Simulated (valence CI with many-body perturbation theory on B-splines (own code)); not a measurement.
Level structure of La5+

Level of theory: valence CI with perturbative core correlation (CI+MBPT): six valence electrons over a frozen Dirac-Fock core [Kr] 4d10, a basis of 9 s, 9 p, 8 d, 6 f, 3 g, 1 h functions for each j, with the one-electron correlation potential Σ1, the two-electron term Σ2, the three-electron term Σ3, Breit, model QED; selected CI, second order for the rest, scaled by the run's own slope (own B-spline code, finite nucleus).

Against measured spectra of neutral and singly charged lanthanides and actinides this method errs by a few hundred cm⁻¹ within a configuration and by up to about 5,000 between configurations. No measured levels were compared; by estimate levels hold to about 250 cm⁻¹ or 0.2 % of their energy and the worst to 1 %, as in measured heavy ions of charge 2 to 7; those with d or f electrons hold less well. Core correlation moves these levels by up to 18000 cm⁻¹, and in measured spectra 5 to 20 % of such shifts remained as error; rates that hang on mixing are uncertain with them. Not all symmetries were solved, so the list stops early. Among the levels kept, up to 1800 cm⁻¹ of a level comes from second order outside the variational space, and about a tenth of that is noise between levels of different J, which matters for small intervals.

Levels 1 to 35 of 35, with energies above the lowest level, 5s2 5p4 3P_2. "Leading %" is the weight of the configuration and term that name the level; weights of strongly mixed levels are sums over their largest components and can fall short. In the jj column 3d3/2^4 stands for four electrons in 3d with j = 3/2. Lifetimes count E1, E2, E3, M1 and M2 decay at the calculated energies, and are blank where another channel may lead or the interval is too uncertain; long ones can be off by a factor of two.

```csv
No.,Configuration,Term,J,E (cm⁻¹),Leading %,Lifetime,g,Leading jj
1,5s2 5p4,3P,2,0.0,79,,1.415,5s^2 5p1/2^2 5p3/2^2 (92 %)
2,5s2 5p4,3P,0,12846,64,5.77 s,,5s^2 5p1/2^2 5p3/2^2 (84 %)
3,5s2 5p4,3P,1,20318,95,6.16 ms,1.501,5s^2 5p1/2 5p3/2^3 (95 %)
4,5s2 5p4,1D,2,28993,78,6.98 ms,1.085,5s^2 5p1/2 5p3/2^3 (91 %)
5,5s2 5p4,1S,0,59938,64,895 μs,,5s^2 5p3/2^4 (83 %)
6,4f 5s2 5p3,5F,3,123210,47,11.2 ms,1.093,4f5/2 5s^2 5p1/2^2 5p3/2 (80 %)
7,4f 5s2 5p3,5F,4,123970,59,18.4 ms,1.263,4f7/2 5s^2 5p1/2^2 5p3/2 (38 %)
8,4f 5s2 5p3,5F,2,124820,73,2.12 ms,1.000,4f5/2 5s^2 5p1/2^2 5p3/2 (61 %)
9,4f 5s2 5p3,5F,1,125230,79,4.48 ms,0.111,4f5/2 5s^2 5p1/2^2 5p3/2 (58 %)
10,4f 5s2 5p3,5F,5,126250,73,,1.342,4f7/2 5s^2 5p1/2^2 5p3/2 (64 %)
11,4f 5s2 5p3,3F,3,128350,35,939 μs,1.124,4f7/2 5s^2 5p1/2^2 5p3/2 (76 %)
12,4f 5s2 5p3,3F,4,136540,54,408 μs,1.148,4f5/2 5s^2 5p1/2^2 5p3/2 (38 %)
13,4f 5s2 5p3,3F,2,136830,78,670 μs,0.755,4f7/2 5s^2 5p1/2^2 5p3/2 (50 %)
14,4f 5s2 5p3,3G,3,141280,51,855 μs,0.960,4f5/2 5s^2 5p1/2 5p3/2^2 (77 %)
15,4f 5s2 5p3,3G,4,142560,54,716 μs,1.137,4f7/2 5s^2 5p1/2 5p3/2^2 (50 %)
16,4f 5s2 5p3,3F,2,143610,36,327 μs,0.906,4f5/2 5s^2 5p1/2 5p3/2^2 (65 %)
17,4f 5s2 5p3,3F,4,145910,44,9.00 ms,1.035,4f5/2 5s^2 5p1/2 5p3/2^2 (57 %)
18,5s 5p5,3P°,2,146310,80,1.14 ns,1.500,5s 5p1/2^2 5p3/2^3 (80 %)
19,4f 5s2 5p3,3H,5,146910,37,11.8 ms,1.133,4f7/2 5s^2 5p1/2 5p3/2^2 (74 %)
20,4f 5s2 5p3,3D,3,147190,58,253 μs,1.215,4f7/2 5s^2 5p1/2 5p3/2^2 (53 %)
21,4f 5s2 5p3,1P,1,147760,68,385 μs,0.865,4f5/2 5s^2 5p1/2 5p3/2^2 (53 %)
22,4f 5s2 5p3,3G,5,151730,79,,1.168,4f7/2 5s^2 5p1/2 5p3/2^2 (64 %)
23,4f 5s2 5p3,3F,2,152960,31,55.0 μs,1.098,4f5/2 5s^2 5p1/2 5p3/2^2 (68 %)
24,4f 5s2 5p3,1H,5,153010,52,,1.020,4f5/2 5s^2 5p1/2 5p3/2^2 (79 %)
25,4f 5s2 5p3,3F,4,153640,55,168 μs,1.113,4f5/2 5s^2 5p1/2 5p3/2^2 (61 %)
26,4f 5s2 5p3,3H,6,154360,95,48.9 ms,1.167,4f7/2 5s^2 5p1/2 5p3/2^2 (95 %)
27,4f 5s2 5p3,3D,1,155880,93,131 μs,0.512,4f5/2 5s^2 5p1/2 5p3/2^2 (66 %)
28,5s 5p5,3P°,1,156450,66,852 ps,1.425,5s 5p1/2^2 5p3/2^3 (51 %)
29,4f 5s2 5p3,3F,3,156750,94,161 μs,1.082,4f5/2 5s^2 5p1/2 5p3/2^2 (50 %)
30,4f 5s2 5p3,3P,2,156910,37,89.6 μs,1.174,4f7/2 5s^2 5p1/2 5p3/2^2 (60 %)
31,4f 5s2 5p3,3P,1,158710,75,20.7 μs,1.370,4f7/2 5s^2 5p1/2 5p3/2^2 (61 %)
32,4f 5s2 5p3,1D,2,159040,55,58.2 μs,1.015,4f7/2 5s^2 5p1/2 5p3/2^2 (75 %)
33,4f 5s2 5p3,3P,0,159680,93,73.6 μs,,4f5/2 5s^2 5p1/2 5p3/2^2 (93 %)
34,4f 5s2 5p3,1F,3,159680,65,130 μs,1.020,4f7/2 5s^2 5p1/2 5p3/2^2 (52 %)
35,4f 5s2 5p3,1G,4,163520,73,232 μs,1.028,4f7/2 5s^2 5p1/2 5p3/2^2 (52 %)
```

Names give the largest LS component (configuration and term), which can be under half, so a name can repeat, a term be missing and a line seem to break the LS rules; names also repeat where a configuration has a term twice.

Where two levels of one J and parity lie close, their mixing, g and order are uncertain.

The ionisation energy to 5s2 5p3 4S°_3/2 of the next ion comes out as 75.368 eV (NIST: 74 ± 2 eV (theoretical)). All 35 levels together are meant to be complete up to 167830 cm⁻¹.
